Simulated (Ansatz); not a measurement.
Gas-phase electronic energies from Ansatz, PBE0-D4/def2-TZVP geometries. CCSD(T)/CBS adds triple-zeta CCSD(T) − MP2 to the extrapolated MP2 energy (def2 sets, frozen cores). DFT in def2-TZVPP. B3LYP here is the variant with VWN-RPA as its local correlation; programs differ in this. Each species was taken in one conformer, which may not be the lowest.

Consider the redistribution: `C[Si@@H](O)O[Si@H](O)Cl` + `O[SiH](O)N[SiH](O)Cl` → `O[Si@@H](Cl)N[Si@@H](O)Cl` + `C[SiH](O)O[SiH](O)O`.

`C[Si@@H](O)O[Si@H](O)Cl`:

```xyz
14

C    -1.360   -0.992   -1.510
Si    0.107    0.019   -1.035
O    -0.437    1.502   -0.545
O     0.882   -0.693    0.233
Si    1.156   -0.169    1.745
O    -0.195    0.381    2.465
Cl    2.544    1.353    1.624
H    -1.060   -2.013   -1.755
H    -2.074   -1.037   -0.683
H    -1.865   -0.562   -2.377
H     1.092    0.180   -2.133
H     0.190    2.227   -0.585
H     1.705   -1.247    2.573
H    -0.686    1.053    1.983
```

`O[SiH](O)N[SiH](O)Cl`:

Z-matrix (Å, degrees):
```
Si
O 1 1.648
N 1 1.710 2 107.2
O 1 1.639 2 103.4 3 122.9
H 1 1.481 2 112.8 3 -117.9
H 2 0.960 1 115.6 3 -152.6
Si 3 1.721 1 128.4 2 37.2
H 3 1.011 1 114.8 2 -129.5
H 4 0.958 1 118.9 2 -177.7
O 7 1.622 3 108.9 1 -11.3
Cl 7 2.060 3 106.8 1 -133.9
H 7 1.473 3 114.9 1 109.8
H 10 0.967 7 114.8 3 -25.3
```

`O[Si@@H](Cl)N[Si@@H](O)Cl`:

```xyz
12

O     0.364    2.101    0.677
Si    1.253    1.181   -0.330
Cl    3.159    0.840    0.357
N     0.498   -0.350   -0.502
Si   -1.099   -0.755   -0.072
O    -1.323   -2.285   -0.588
Cl   -1.391   -0.694    1.980
H     0.147    1.748    1.544
H     1.377    1.953   -1.575
H     1.096   -1.140   -0.709
H    -2.072    0.211   -0.611
H    -2.009   -2.809   -0.170
```

`C[SiH](O)O[SiH](O)O`:

Cartesian coordinates in Å:
```
C 1.210 1.267 2.044
Si 1.002 0.550 0.356
O 1.794 -0.883 0.294
O -0.604 0.302 0.051
Si -1.486 -0.695 -0.866
O -0.465 -1.867 -1.399
O -2.094 0.006 -2.212
H 2.269 1.427 2.263
H 0.804 0.592 2.802
H 0.696 2.228 2.123
H 1.499 1.479 -0.694
H 1.469 -1.496 -0.374
H -2.582 -1.236 -0.037
H -0.688 -2.293 -2.228
H -2.824 0.619 -2.121
```

```csv
level,ΔE (kJ/mol),difference from CCSD(T)/CBS
PBE-D4,4.8,2.5
PBE0-D4,3.6,1.3
ωB97M-V,4.0,1.7
B2PLYP,1.4,-0.9
PBE,2.9,0.6
r2SCAN,2.8,0.5
PBE0,1.9,-0.4
B3LYP,0.3,-2.0
SCS-MP2/def2-TZVPP,1.7,-0.6
CCSD/def2-TZVPP,1.7,-0.6
CCSD(T)/def2-TZVPP,3.0,0.7
HF/def2-QZVPP,-3.9,-6.2
MP2/def2-QZVPP,2.2,-0.1
SCS-MP2/def2-QZVPP,1.1,-1.2
HF/CBS(def2),-4.0,-6.3
CCSD/CBS(def2),1.0,-1.3
CCSD(T)/CBS,2.3,0
```

Largest T1 diagnostic among the species: 0.011.

The D4 term adds +3.1 kJ/mol with B3LYP and +1.7 kJ/mol with PBE0; it sums over pairs of atoms, weighted by their polarisabilities, and B3LYP, whose exchange is more repulsive, gets the larger term. In def2-TZVPP, CCSD(T) changes the Hartree–Fock value by +6.4 kJ/mol (the triples alone add +1.3 kJ/mol) and MP2 by +6.1 kJ/mol.
